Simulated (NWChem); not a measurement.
System: CH3Li; SMILES [Li][CH3]

NWChem printed, in part:

```
             Northwest Computational Chemistry Package (NWChem) 7.3.0
             --------------------------------------------------------

 C3V symmetry detected

                             Geometry "geometry" -> ""
                             -------------------------

 Output coordinates in angstroms (scale by  1.889725989 to convert to a.u.)

  No.       Tag          Charge          X              Y              Z
 ---- ---------------- ---------- -------------- -------------- --------------
    1 Li                   3.0000     0.00000000    -0.00000000    -1.57886325
    2 C                    6.0000     0.00000000    -0.00000000     0.38341775
    3 H                    1.0000     0.71555482     0.71555482     0.81202775
    4 H                    1.0000     0.26191124    -0.97746607     0.81202775
    5 H                    1.0000    -0.97746607     0.26191124     0.81202775

 Effective nuclear repulsion energy (a.u.)      16.2616597538

      Symmetry information
      --------------------

 Group name             C3v
 Group number             17
 Group order               6
 No. of unique centers     3

                                Z-matrix (autoz)
                                --------

 Units are Angstrom for bonds and degrees for angles

      Type          Name      I     J     K     L     M      Value
      ----------- --------  ----- ----- ----- ----- ----- ----------
    1 Stretch                  1     2                       1.96228
    2 Stretch                  2     3                       1.09897
    3 Stretch                  2     4                       1.09897
    4 Stretch                  2     5                       1.09897
    5 Bend                     1     2     3               112.95507
    6 Bend                     1     2     4               112.95507
    7 Bend                     1     2     5               112.95507
    8 Bend                     3     2     4               105.77374
    9 Bend                     3     2     5               105.77374
   10 Bend                     4     2     5               105.77374

                           NWChem Geometry Optimization
                           ----------------------------

 maximum gradient threshold         (gmax) =   0.000450
 rms gradient threshold             (grms) =   0.000300
 maximum cartesian step threshold   (xmax) =   0.001800
 rms cartesian step threshold       (xrms) =   0.001200
 fixed trust radius                (trust) =   0.300000
 source of zmatrix                         =   autoz

          -------------------
          Energy Minimization
          -------------------

 Using diagonal initial Hessian
 Scaling for Hessian diagonals: bonds = 1.00  angles = 0.25  torsions = 0.10

          --------
          Step   0

                                 NWChem DFT Module
                                 -----------------

 Summary of "ao basis" -> "ao basis" (spherical)
 ------------------------------------------------------------------------------
       Tag                 Description            Shells   Functions and Types
 ---------------- ------------------------------  ------  ---------------------
 Li                        def2-tzvp                 8       14   5s3p
 C                         def2-tzvp                11       31   5s3p2d1f
 H                         def2-tzvp                 4        6   3s1p

      Symmetry analysis of basis
      --------------------------

        a1         25
        a2          2
        e          36

  Rotation of axis

            General Information
            -------------------
          SCF calculation type: DFT
          Wavefunction type:  closed shell.
          No. of atoms     :     5
          No. of electrons :    12
           Alpha electrons :     6
            Beta electrons :     6
          Charge           :     0
          Spin multiplicity:     1
          Use of symmetry is: on ; symmetry adaption is: on
          Maximum number of iterations: 150
          AO basis - number of functions:    63
                     number of shells:    31
          Convergence on energy requested:  1.00D-06
          Convergence on density requested:  1.00D-05
          Convergence on gradient requested:  5.00D-04

              XC Information
              --------------
                         B3LYP Method XC Potential
                     Hartree-Fock (Exact) Exchange  0.200
                        Slater Exchange Functional  0.800 local
                    Becke 1988 Exchange Functional  0.720 non-local
              Lee-Yang-Parr Correlation Functional  0.810
                  VWN I RPA Correlation Functional  0.190 local

             Grid Information
             ----------------
          Grid used for XC integration:  medium
          Radial quadrature: Mura-Knowles
          Angular quadrature: Lebedev.
          Tag              B.-S. Rad. Rad. Pts. Rad. Cut. Ang. Pts.
          ---              ---------- --------- --------- ---------
          Li                  1.45       49           9.0       434
          C                   0.70       49          10.0       434
          H                   0.35       45          11.0       434
          Grid pruning is: on
          Number of quadrature shells:   143
          Spatial weights used:  Erf1

      Superposition of Atomic Density Guess
      -------------------------------------

 Sum of atomic energies:         -46.60340740

      Non-variational initial energy
      ------------------------------

 Total energy =     -47.030681
 1-e energy   =     -93.183795
 2-e energy   =      29.891453
 HOMO         =      -0.306670
 LUMO         =      -0.046780

      Symmetry analysis of molecular orbitals - initial
      -------------------------------------------------

  Numbering of irreducible representations:

     1 a1          2 a2          3 e

  Orbital symmetries:

     1 a1          2 a1          3 a1          4 e           5 e
     6 a1          7 a1          8 e           9 e          10 a1
    11 a1         12 e          13 e          14 a1         15 e
    16 e

   convergence    iter        energy       DeltaE   RMS-Dens  Diis-err
 ---------------- ----- ----------------- --------- --------- ---------
 d= 0,ls=0.0,diis     1    -47.3841006492 -6.36D+01  1.41D-02  3.26D-01
 d= 0,ls=0.0,diis     2    -47.3326344310  5.15D-02  9.64D-03  5.64D-01
 d= 0,ls=0.0,diis     3    -47.4207282383 -8.81D-02  1.45D-03  2.36D-02
 d= 0,ls=0.0,diis     4    -47.4240658034 -3.34D-03  2.78D-04  2.31D-04
 d= 0,ls=0.0,diis     5    -47.4241095888 -4.38D-05  6.13D-05  1.99D-06
 d= 0,ls=0.0,diis     6    -47.4241101030 -5.14D-07  1.10D-05  2.04D-07
 d= 0,ls=0.0,diis     7    -47.4241101602 -5.72D-08  4.08D-06  7.30D-09

         Total DFT energy =      -47.424110160159
      One electron energy =      -95.538809948373
           Coulomb energy =       40.299169970736
    Exchange-Corr. energy =       -8.446129936347
 Nuclear repulsion energy =       16.261659753825

 Numeric. integr. density =       12.000000635482

                  Occupations of the irreducible representations
                  ----------------------------------------------

                     irrep           alpha         beta
                     --------     --------     --------
                     a1                4.0          4.0
                     a2                0.0          0.0
                     e                 2.0          2.0

                       DFT Final Molecular Orbital Analysis
                       ------------------------------------

 Vector    4  Occ=2.000000D+00  E=-3.148325D-01  Symmetry=e
              MO Center= -2.3D-01, -7.1D-02,  5.9D-01, r^2= 1.4D+00
   Bfn.  Coefficient  Atom+Function         Bfn.  Coefficient  Atom+Function
  ----- ------------  ---------------      ----- ------------  ---------------
    20      0.268114  2 C  px                59     -0.233491  5 H  s
    23      0.187583  2 C  px                53      0.174724  4 H  s
    58     -0.165659  5 H  s                 21     -0.161094  2 C  py
    60     -0.132901  5 H  s                 52      0.123965  4 H  s
    26      0.121446  2 C  px                24     -0.112707  2 C  py

[...]

      ----------------------
      Optimization converged
      ----------------------

  Step       Energy      Delta E   Gmax     Grms     Xrms     Xmax
  ---- ---------------- -------- -------- -------- -------- --------
@    4     -47.42412235 -2.8D-07  0.00009  0.00004  0.00039  0.00133
                                     ok       ok       ok       ok

                                Z-matrix (autoz)
                                --------

 Units are Angstrom for bonds and degrees for angles

      Type          Name      I     J     K     L     M      Value     Gradient
      ----------- --------  ----- ----- ----- ----- ----- ---------- ----------
    1 Stretch                  1     2                       1.96934   -0.00009
    2 Stretch                  2     3                       1.09784    0.00005
    3 Stretch                  2     4                       1.09784    0.00005
    4 Stretch                  2     5                       1.09784    0.00005
    5 Bend                     1     2     3               112.64273   -0.00002
    6 Bend                     1     2     4               112.64273   -0.00002
    7 Bend                     1     2     5               112.64273   -0.00002
    8 Bend                     3     2     4               106.12186    0.00003
    9 Bend                     3     2     5               106.12186    0.00003
   10 Bend                     4     2     5               106.12186    0.00003

                         Geometry "geometry" -> "geometry"
                         ---------------------------------

 Output coordinates in angstroms (scale by  1.889725989 to convert to a.u.)

  No.       Tag          Charge          X              Y              Z
 ---- ---------------- ---------- -------------- -------------- --------------
    1 Li                   3.0000    -0.00000000    -0.00000000    -1.58093321
    2 C                    6.0000    -0.00000000    -0.00000000     0.38840370
    3 H                    1.0000     0.71645868     0.71645868     0.81105575
    4 H                    1.0000     0.26224208    -0.97870076     0.81105575
    5 H                    1.0000    -0.97870076     0.26224208     0.81105575

 Effective nuclear repulsion energy (a.u.)      16.2509830921

      Symmetry information
      --------------------

 Group name             C3v
 Group number             17
 Group order               6
 No. of unique centers     3

                Final and change from initial internal coordinates
                --------------------------------------------------

                                Z-matrix (autoz)
                                --------

 Units are Angstrom for bonds and degrees for angles

      Type          Name      I     J     K     L     M      Value       Change
      ----------- --------  ----- ----- ----- ----- ----- ---------- ----------
    1 Stretch                  1     2                       1.96934    0.00706
    2 Stretch                  2     3                       1.09784   -0.00113
    3 Stretch                  2     4                       1.09784   -0.00113
    4 Stretch                  2     5                       1.09784   -0.00113
    5 Bend                     1     2     3               112.64273   -0.31234
    6 Bend                     1     2     4               112.64273   -0.31234
    7 Bend                     1     2     5               112.64273   -0.31234
    8 Bend                     3     2     4               106.12186    0.34812
    9 Bend                     3     2     5               106.12186    0.34812
   10 Bend                     4     2     5               106.12186    0.34812

 ==============================================================================
                                internuclear distances
 ------------------------------------------------------------------------------
       center one      |      center two      | atomic units |  angstroms
 ------------------------------------------------------------------------------
    2 C                |   1 Li               |     3.72151  |     1.96934
    3 H                |   2 C                |     2.07462  |     1.09784
    4 H                |   2 C                |     2.07462  |     1.09784
    5 H                |   2 C                |     2.07462  |     1.09784
 ------------------------------------------------------------------------------
                         number of included internuclear distances:          4
 ==============================================================================

[second-derivative integrals and response iterations left out]

  Vibrational analysis via the FX method

  See chapter 2 in "Molecular Vibrations" by Wilson, Decius and Cross

  Vib: Default input used

[...]

 Rotational Constants
 --------------------
 A=   5.431020 cm-1  (  7.813852 K)
 B=   0.760445 cm-1  (  1.094086 K)
 C=   0.760445 cm-1  (  1.094086 K)

 Temperature                      =   298.15K
 frequency scaling parameter      =   1.0000

 Zero-Point correction to Energy  =   20.789 kcal/mol  (  0.033130 au)
 Thermal correction to Energy     =   23.009 kcal/mol  (  0.036666 au)
 Thermal correction to Enthalpy   =   23.601 kcal/mol  (  0.037610 au)

 Total Entropy                    =   53.956 cal/mol-K
   - Translational                =   35.194 cal/mol-K (mol. weight =  22.0395)
   - Rotational                   =   16.690 cal/mol-K (symmetry #  =        3)
   - Vibrational                  =    2.072 cal/mol-K

 Cv (constant volume heat capacity) =   10.099 cal/mol-K
   - Translational                  =    2.979 cal/mol-K
   - Rotational                     =    2.979 cal/mol-K
   - Vibrational                    =    4.140 cal/mol-K

[normal modes left out]

 ----------------------------------------------------------------------------
 Normal Eigenvalue ||           Projected Infra Red Intensities
  Mode   [cm**-1]  || [atomic units] [(debye/angs)**2] [(KM/mol)] [arbitrary]
 ------ ---------- || -------------- ----------------- ---------- -----------
    1       -0.000 ||    0.015331           0.354        14.946       3.300
    2        0.000 ||    0.043041           0.993        41.959       9.264
    3        0.000 ||    0.042524           0.981        41.454       9.152
    4        0.000 ||    0.002842           0.066         2.770       0.612
    5        0.000 ||    0.000370           0.009         0.360       0.080
    6        0.000 ||    0.017493           0.404        17.053       3.765
    7      451.902 ||    0.184845           4.265       180.197      39.784
    8      451.903 ||    0.184845           4.265       180.196      39.783
    9      629.978 ||    0.024201           0.558        23.592       5.209
   10     1100.492 ||    0.005262           0.121         5.129       1.132
   11     1448.771 ||    0.003682           0.085         3.590       0.793
   12     1448.771 ||    0.003682           0.085         3.590       0.793
   13     2967.038 ||    0.078421           1.809        76.449      16.878
   14     3025.200 ||    0.045201           1.043        44.064       9.728
   15     3025.200 ||    0.045201           1.043        44.064       9.728
 ----------------------------------------------------------------------------
```

Level: B3LYP/def2-TZVP. 

Question: Write an input that gives this output.

Answer: One answer among several that fit: the input that was run:
```
start job
memory heap 200 mb stack 900 mb global 1100 mb
geometry units angstroms
  Li     0.000000     0.000000    -1.578787
  C      0.000000     0.000000     0.383494
  H      0.715555     0.715555     0.812104
  H      0.261911    -0.977466     0.812104
  H     -0.977466     0.261911     0.812104
end
basis spherical
  * library def2-tzvp
end
dft
  xc b3lyp
  iterations 150
end
driver
  maxiter 120
end
task dft optimize
task dft freq
```
